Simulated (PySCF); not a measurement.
Level of theory: TPSSh-D3(BJ)/def2-TZVP // CAM-B3LYP-D3(BJ)/def2-TZVP (PySCF). Gas-phase values, no solvent. One relaxed conformer stands for a flexible species; it need not be the lowest. Delta-SCF ions had no search for a lower state. Excitations are Tamm–Dancoff values on a coarser integration grid. The basis has no diffuse functions, so Rydberg states are missing or too high.

Reference species (SMILES): `B=BC=C` (neutral, multiplicity 1).

The brightest of the four lowest singlets (TDA) is 4.41 eV and the vertical ionisation energy (Delta-SCF) is 7.13 eV. The HOMO is -4.73 eV.

Changed species: `C=BB=C`.

Question: Predict the effect on the brightest of the four lowest singlets (TDA), vertical ionisation energy (Delta-SCF) and HOMO.

Answer: the brightest of the four lowest singlets (TDA) rises by 1.17 eV, to 5.58 eV; the vertical ionisation energy (Delta-SCF) rises by 1.83 eV, to 8.96 eV; the HOMO decreases by 1.80 eV, to -6.53 eV.
